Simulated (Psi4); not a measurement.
A dimer, HCl ··· BF3 (SMILES Cl and FB(F)F), singlet; the first 2 atoms form monomer A.

```
6

Cl     0.6410     0.0000     0.0000
H     -0.6410     0.0000     0.0000
F      3.3612     1.8940     0.0748
B      3.3923     3.0608    -0.5323
F      2.4098     3.9180    -0.3585
F      4.4057     3.3711    -1.3120
```

**Question.** What interaction energy does SAPT0/jun-cc-pVDZ, frozen core run with Psi4 give, and which attractive term is the largest?

**Answer.** Total -0.15 kcal/mol: electrostatics -0.43, exchange 0.69, induction -0.04, dispersion -0.38. The most attractive term is electrostatics.
